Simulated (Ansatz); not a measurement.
C2H7NSSi, SMILES `N/C=C/[SiH2]S`. Charge 0, multiplicity 1.

Z-matrix (Å, degrees):
```
Si
S 1 2.152
C 1 1.825 2 108.4
H 1 1.490 2 111.2 3 118.8
H 1 1.489 2 106.6 3 -123.3
H 2 1.344 1 95.1 3 160.4
C 3 1.345 1 121.1 2 116.0
H 3 1.089 1 120.2 2 -63.2
N 7 1.361 3 126.9 1 177.8
H 7 1.088 3 119.8 1 0.3
H 9 1.005 7 118.7 3 13.2
H 9 1.003 7 118.9 3 163.5
```

(1) List the harmonic frequencies (cm⁻¹, unscaled) at PBE0-D4/def2-TZVP in Ansatz. (Estimate.)

(2) Is this a minimum?

(3) Give the ideal-gas thermochemistry at 298.15 K and 1 bar (rigid rotor, harmonic oscillator; point group C1, symmetry number 1).

(4) And at 400, 500, 600, 800 and 1000 K?

Results:

(1) The calculation gave: 65, 135, 174, 202, 256, 335, 422, 496, 516, 572, 695, 725, 810, 835, 860, 952, 1005, 1064, 1229, 1309, 1357, 1640, 1698, 2196, 2203, 2709, 3146, 3162, 3620, 3740.

(2) Yes, all 30 modes are real.

(3) Zero-point energy 228.1 kJ/mol; H(298) − E = 251.0 kJ/mol; entropy 361.4 J/(mol·K), of which translation 166.9, rotation 115.9, vibration 78.6; G(298) − E = 143.3 kJ/mol. Modes under 100 cm⁻¹ are hindered rotations or soft bends, so the harmonic entropy is rough.

(4) 
```
T (K)  H − E (kJ/mol)  S (J/mol/K)  G − E (kJ/mol)
  400           264.6        400.5           104.4
  500           280.1        435.0            62.6
  600           297.3        466.2            17.5
  800           335.5        521.0           -81.3
 1000           377.6        568.0          -190.3
```
